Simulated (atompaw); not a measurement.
## What the settings do to the PAW (atompaw) potential of Rb (Z = 37)

Base potential:

* Element: Rb (Z = 37)
* Generator: atompaw 4.2.0.5
* Type: PAW
* Functional: PBEsol
* Relativity: scalar-relativistic
* Frozen core: [Ar] 3d10 4s2
* Valence charge: 7
* Reference configuration: 4p6 4d0 5s0.75 5p0 (charge +0.25)
* Partial waves: 5s (bound): rc 3.00 bohr; 5s channel at 2.4 Ry: rc 3.00 bohr; 4p (bound): rc 2.60 bohr; 5p (bound, empty): rc 2.90 bohr; 4d (bound, empty): rc 3.00 bohr; 4d channel at 0.3 Ry: rc 3.00 bohr
* Local potential: bessel scheme, radius 3.00 bohr
* Core correction: smooth core density matched at 2.25 bohr
* Augmentation charge: gaussian compensation charge, radius 2.25 bohr; PAW radius 3.00 bohr; waves and projectors: custom polynom2 7 10 vanderbiltortho

Cutoffs, loose and tight: the cutoffs (Ry, on a coarse ladder) from which the occupation-weighted sum of valence levels, in a spherical-Bessel basis at the reference potential, stays within 10 and 1 mRy of its value at 400 Ry. They see the waves, projectors and local potential, not the compensation charge or the core. A dash means not determined.

A true bound ghost makes a file unfit for plane-wave use even where its test errors are small: the radial tests pick states by their node count and pass the ghost by.

```tsv
change	outcome	cutoff, loose	cutoff, tight	bound ghosts
base	generated	25 Ry	55 Ry	none
core [Ar] 3d10, valence charge 9; reference 4s2 4p6 5s1 5p0; waves now 4s (bound): rc 2.35 bohr; 5s (bound): rc 2.80 bohr; 4p (bound): rc 2.00 bohr; 5p (bound): rc 2.65 bohr; 4d channel at 0.3 Ry: rc 2.80 bohr; 4d channel at 2.55 Ry: rc 2.80 bohr; local potential bessel scheme, radius 2.60 bohr; core correction smooth core density matched at 2.30 bohr; augmentation gaussian compensation charge, radius 2.35 bohr; PAW radius 2.80 bohr; waves and projectors: custom polynom2 7 10 vanderbiltortho	generated	18 Ry	25 Ry	none
augmentation besselshape compensation charge, radius 2.25 bohr; PAW radius 3.00 bohr; waves and projectors: custom polynom2 7 10 vanderbiltortho	generated	25 Ry	55 Ry	none
reference 4p6 5s1 5p0; wave 4d (bound): rc 3.00 bohr becomes 4d channel at 0.15 Ry: rc 3.00 bohr	generated	25 Ry	55 Ry	none
local potential bessel scheme, radius 2.20 bohr	generated	25 Ry	55 Ry	none
all radii scaled by about 0.85 (s 2.56, p 2.22, d 2.56 bohr); local potential bessel scheme, radius 2.56 bohr; augmentation gaussian compensation charge, radius 1.92 bohr; PAW radius 2.56 bohr; waves and projectors: custom polynom2 7 10 vanderbiltortho; core correction smooth core density matched at 1.92 bohr	generated	12 Ry	25 Ry	s
wave 5p (bound): rc 2.90 bohr becomes 5p (bound): rc 1.62 bohr	generated	25 Ry	55 Ry	none
wave 4d channel at 0.3 Ry: rc 3.00 bohr becomes 4d channel at 0.3 Ry: rc 2.28 bohr	generated	25 Ry	55 Ry	none
local potential troulliermartins scheme with l = 3 at -0.5 Ry, radius 3.00 bohr	generated	25 Ry	55 Ry	s
core correction smooth core density matched at 2.64 bohr	generated	25 Ry	55 Ry	none
```

(1) What comes out with this change to the base: augmentation gaussian compensation charge, radius 2.25 bohr; PAW radius 3.00 bohr; waves and projectors: custom rrkj gramschmidtortho?

Results:

(1) outcome: generated; cutoff, loose: 12 Ry; cutoff, tight: 18 Ry; bound ghosts: s.
